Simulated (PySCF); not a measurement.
H2IIn. Atoms are numbered in the order given.

```xyz
4

In     0.0000     0.0000     1.3515
H      0.0000     1.5642     2.0316
H      0.0000    -1.5642     2.0316
I      0.0000     0.0000    -1.3261
```
Charge 0, spin multiplicity 1.

Geometry optimised at r2SCAN-D4/def2-TZVP. The def2 effective core potentials stand for the cores of I, In; spin–orbit coupling is left out.

All values below come from TDA-CAM-B3LYP/def2-SVPD (PySCF).

Vertical excitations. Gas-phase values at a fixed geometry. State labels are in the subgroup C2v.

```tsv
state	symmetry	energy (eV)	λ (nm)	f	main pairs
S1	A2	4.20	295	0.000	HOMO→LUMO 98 %
S2	A1	4.86	255	0.039	HOMO−1→LUMO 92 %
S3	B1	5.18	240	0.001	HOMO−2→LUMO 98 %
S4	B2	5.22	238	0.031	HOMO→LUMO+1 94 %
S5	B1	5.44	228	0.025	HOMO−1→LUMO+1 95 %
S6	A2	5.79	214	0.000	HOMO−3→LUMO 98 %
S7	B2	6.59	188	0.019	HOMO→LUMO+2 74 %, HOMO→LUMO+3 19 %
S8	B1	6.92	179	0.096	HOMO−1→LUMO+2 72 %, HOMO−1→LUMO+3 22 %
S9	A1	7.02	177	0.691	HOMO−2→LUMO+1 75 %, HOMO→LUMO+8 11 %
S10	B2	7.05	176	0.000	HOMO→LUMO+3 70 %, HOMO→LUMO+2 16 %
T1	A2	4.08	304	0	HOMO→LUMO 95 %
T2	A1	4.30	288	0	HOMO−1→LUMO 97 %
T3	B2	4.73	262	0	HOMO→LUMO+1 93 %
T4	B1	4.82	257	0	HOMO−2→LUMO 84 %, HOMO−1→LUMO+1 13 %
```
Triplets are in the Tamm–Dancoff approximation.
